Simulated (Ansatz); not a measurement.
A nudged elastic band was laid between two geometries of CH4BFO2 (9 atoms, charge 0, multiplicity 1).

All numbers below come from Ansatz, RHF/cc-pVDZ.

| Quantity | Value |
| --- | --- |
| movable images | 7 |
| climbing image | yes |
| spring | 5.0 eV/Å² |
| optimiser | quadratic models (default) |
| start path | through a guess of the saddle point |
| force threshold | 0.05 eV/Å |
| iteration limit | 60 |
| end points | relaxed |

Image 0:

```xyz
9
Properties=species:S:1:pos:R:3
C -0.703 0.414 -1.068
O -0.708 0.449 0.339
B 0.260 -0.137 1.054
O 1.292 -0.792 0.479
F 0.188 -0.063 2.386
H -1.595 0.934 -1.409
H -0.722 -0.612 -1.436
H 0.179 0.915 -1.469
H 1.898 -1.155 1.107
```

Image 8:

```xyz
9
Properties=species:S:1:pos:R:3
C -0.740 0.294 -1.083
O -0.861 -0.047 0.278
B 0.217 -0.276 1.036
O 1.476 -0.194 0.553
F 0.024 -0.595 2.319
H -0.187 1.226 -1.206
H -1.746 0.420 -1.477
H -0.231 -0.492 -1.641
H 2.136 -0.381 1.204
```

Question: What changes between the two ends?

Answer: No bond is made or broken. The dihedral H8–C1–O2–B3 goes from -62 to 60°. The two ends are copies of one structure, up to a mirror image or an exchange of like atoms.

Question: What energy profile does the band end with?

Answer: The run converged. The highest image is number 4 of 0 to 8, 1.1 kJ/mol above the ends, which have the same energy within 2 meV. A vibrational analysis at the climbing image gives one clearly imaginary mode, 65i cm⁻¹: a first-order saddle point.

```json
{"image": "0", "path coordinate (Å)": "0.00", "energy (kJ/mol)": "0.0", "dihedral H8–C1–O2–B3 (°)": "-62"}
{"image": "1", "path coordinate (Å)": "0.38", "energy (kJ/mol)": "0.1", "dihedral H8–C1–O2–B3 (°)": "-48"}
{"image": "2", "path coordinate (Å)": "0.75", "energy (kJ/mol)": "0.5", "dihedral H8–C1–O2–B3 (°)": "-33"}
{"image": "3", "path coordinate (Å)": "1.13", "energy (kJ/mol)": "0.9", "dihedral H8–C1–O2–B3 (°)": "-18"}
{"image": "4", "path coordinate (Å)": "1.51", "energy (kJ/mol)": "1.1", "dihedral H8–C1–O2–B3 (°)": "-2"}
{"image": "5", "path coordinate (Å)": "1.90", "energy (kJ/mol)": "1.0", "dihedral H8–C1–O2–B3 (°)": "13"}
{"image": "6", "path coordinate (Å)": "2.30", "energy (kJ/mol)": "0.6", "dihedral H8–C1–O2–B3 (°)": "30"}
{"image": "7", "path coordinate (Å)": "2.70", "energy (kJ/mol)": "0.2", "dihedral H8–C1–O2–B3 (°)": "45"}
{"image": "8", "path coordinate (Å)": "3.09", "energy (kJ/mol)": "0.0", "dihedral H8–C1–O2–B3 (°)": "60"}
```

Question: What is the geometry of the highest image?

Answer: 
```xyz
9
Properties=species:S:1:pos:R:3
C -0.712 0.320 -1.115
O -0.805 0.199 0.284
B 0.218 -0.176 1.058
O 1.442 -0.482 0.575
F 0.003 -0.248 2.376
H -0.990 1.335 -1.397
H -1.414 -0.375 -1.576
H 0.293 0.108 -1.474
H 2.054 -0.729 1.251
```

Time of the run: 4.5 min on 1 thread of Intel(R) Xeon(R) Processor @ 2.70GHz, with other jobs on the host, peak memory 0.17 GiB.
